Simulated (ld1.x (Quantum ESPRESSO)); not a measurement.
## bismuth (Bi): one change to a TM potential, before and after

bismuth, norm-conserving Troullier–Martins (Kleinman–Bylander form), made with ld1.x (Quantum ESPRESSO) 7.5 (LDA (PZ), fully relativistic). Core [Xe] 4f14, reference 5d10 6s1.75 6p3.25. Waves: 6p (bound): rc 2.70 bohr; 5d (bound): rc 1.90 bohr; 5f channel at 0.15 Ry: rc 2.00 bohr; 6s (bound): rc 1.60 bohr. Local part: the s channel. Core correction: none.

Open shells are filled in proportion to 2j + 1 (rel_dist='average').

Change: wave 6s (bound): rc 1.60 bohr becomes 6s (bound): rc 1.98 bohr.

Cutoffs: the cutoffs (Ry, on a coarse ladder) from which the occupation-weighted sum of valence levels, in a spherical-Bessel basis at the reference potential, stays within 10 and 1 mRy of its value at 400 Ry; they do not see the model core or the augmentation charge, which bear on the density cutoff. Errors are all-electron minus pseudo energies relative to the spin-unpolarised reference configuration.

Task: What does the change do?

Result: The potential gets neither clearly harder nor softer (55 Ry and 100 Ry → 55 Ry and 90 Ry); the d channel sets the loose cutoff, while the largest relative change is in s, which becomes softer; of the 7 tests that both files solve, the error grows in 2 and shrinks in 0 by more than 15 % and 0.3 meV (median size 0.3 → 0.6 meV); neither file shows a bound ghost.

| quantity | base | changed |
| --- | --- | --- |
| cutoff, loose | 55 Ry | 55 Ry |
| cutoff, tight | 100 Ry | 90 Ry |
| loose cutoff by channel (10 mRy a level) | p 10 Ry, d 50 Ry, s 30 Ry | p 10 Ry, d 50 Ry, s 21 Ry |
| bound ghosts | none | none |
| error for 5d10 6s2 6p3, meV [ΔE -2.45 eV] | 0.0 | +0.1 |
| error for 5d10 6s2 6p2, meV [ΔE 5.85 eV] | +0.1 | +0.6 |
| error for 5d10 6s2 6p1, meV [ΔE 21.60 eV] | +2.1 | +3.0 |
| error for 5d10 6s2 6p0, meV [ΔE 45.53 eV] | +1.9 | +1.6 |
| error for 5d10 6s1 6p3, meV [ΔE 16.51 eV] | +6.6 | +6.1 |
| error for 5d10 6s1 6p4, meV [ΔE 7.49 eV] | +0.3 | +0.4 |
| error for 5d10 6s2 6p2.5, meV [ΔE 0.83 eV] | -0.3 | -0.1 |
| s: phases at 2.97 bohr within 0.05 rad from the reference energy up to (Ry; the scan ends near 5) | 1.1 | 1.5 |
| p1/2: phases at 2.97 bohr within 0.05 rad from the reference energy up to (Ry; the scan ends near 5) | 2.4 | 2.3 |
| p3/2: phases at 2.97 bohr within 0.05 rad from the reference energy up to (Ry; the scan ends near 5) | 2.5 | 2.4 |
| d3/2: phases at 2.97 bohr within 0.05 rad from the reference energy up to (Ry; the scan ends near 5) | 0.3 | 0.3 |
| d5/2: phases at 2.97 bohr within 0.05 rad from the reference energy up to (Ry; the scan ends near 5) | 0.4 | 0.4 |
| f5/2: phases at 2.97 bohr within 0.05 rad from the reference energy up to (Ry; the scan ends near 5) | 3.3 | 3.2 |
| f7/2: phases at 2.97 bohr within 0.05 rad from the reference energy up to (Ry; the scan ends near 5) | 3.4 | 3.3 |
